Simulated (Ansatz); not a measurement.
C3H8Si, SMILES `C/C=[SiH]\C` (charge 0, multiplicity 1).

Z-matrix (Å, degrees):
```
Si
C 1 1.7061
H 2 1.0888 1 115.70
C 2 1.4951 3 115.74 1 179.86
H 4 1.0928 2 112.50 3 -179.90
H 4 1.0959 5 107.32 2 122.90
H 4 1.0959 5 107.31 6 114.22
H 1 1.4809 2 119.53 3 -0.10
C 1 1.8625 8 115.24 2 -179.87
H 9 1.0915 1 110.21 8 -179.19
H 9 1.0926 10 108.37 1 -121.66
H 9 1.0927 10 108.35 11 -116.60
```
Charge 0, spin multiplicity 1.

Frozen-core energies in 6-31g from Ansatz (a program for electronic structure) at a geometry from PBE0-D3(BJ)/def2-TZVP; the HF reference has <S^2> = 0.00 (restricted, and unstable towards unrestricted orbitals) and the T1 diagnostic is 0.009.

| level | energy (Ha) |
|---|---|
| HF | -407.03611 |
| MP2 | -407.37122 |
| CCSD | -407.42115 |
| CCSD(T) | -407.43126 |

### Question
Estimate the energies of CCSDT and CCSDT(Q), and give each level's difference from CCSDT(Q).

### Answer

```
level     energy (Ha)  difference from CCSDT(Q) (mHa)
--------  -----------  ------------------------------
MP2        -407.37122                           61.62
CCSD       -407.42115                           11.69
CCSD(T)    -407.43126                            1.58
CCSDT      -407.43206                            0.78
CCSDT(Q)   -407.43284                            0.00
```
